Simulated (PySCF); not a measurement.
CH8GeOSi.
SMILES with atom numbers: `[OH:1][SiH2:2][CH2:3][GeH3:4]` (hydrogens: H5 on O1; H6, H7 on Si2; H8, H9 on C3; H10, H11, H12 on Ge4)

Computed, not measured: PySCF, TDDFT CAM-B3LYP/def2-SVPD, vertical, gas phase, core orbitals frozen in the response. Geometry: PBE0-D3(BJ)/def2-SVP, one conformer, isolated molecule. The CAM-B3LYP/def2-SVPD calculation is non-relativistic and has no spin–orbit coupling, an omission that weighs most on germanium. Torsions of this conformer, `[OH:1][SiH2:2][CH2:3][GeH3:4]`: O1–Si2–C3–Ge4 -38°, H–O1–Si2–C3 -64°.

Broadening: Gaussians 0.25 eV wide at half height, area fixed by f = 4.319×10⁻⁹ ∫ε dν̃. The width is an assumption, not a result. The curve ends short of the highest state used, and states not computed would add to its high-energy end.

(E (eV), ε (L mol⁻¹ cm⁻¹)): (6.77, 0), (6.83, 1), (6.90, 7), (6.96, 23), (7.02, 54), (7.08, 91), (7.14, 112), (7.20, 100), (7.26, 64), (7.33, 26), (7.39, 9), (7.45, 9), (7.51, 42), (7.57, 174), (7.63, 526), (7.69, 1162), (7.76, 2010), (7.82, 2513), (7.88, 3206), (7.94, 5482), (8.00, 10407), (8.06, 16475), (8.12, 19815), (8.19, 17741)

(1) Where are the band maxima, and which computed states make them?

(2) Coming from long wavelengths, where does ε first pass 100 L mol⁻¹ cm⁻¹?

(3) Does any computed singlet lie in the visible range?

Answers

(1) 173 nm (7.15 eV), ε about 110, made up of S1 (100%); 152 nm (8.13 eV), ε about 20000, made up of S4 (96%) (ε in L mol⁻¹ cm⁻¹; maxima over ε = 5, shares over 10%). The states used: S1 7.15 eV (f 0.0010); S2 7.80 eV (f 0.018); S3 7.85 eV (f 0.0030); S4 8.12 eV (f 0.178); S5 8.34 eV (f 0.043); S6 8.47 eV (f 0.102); S7 8.51 eV (f 0.051); S8 8.61 eV (f 0.040); S9 8.69 eV (f 0.143); S10 8.79 eV (f 0.018).

(2) At about 175 nm (7.10 eV), 0.05 eV below S1.

(3) No computed singlet lies in the visible range (380 to 750 nm); the lowest, at 173 nm, stands 3.89 eV above its violet end (3.26 eV).

The vertical ionisation energy (ΔSCF) is 10.47 eV, 1.68 eV above S10.
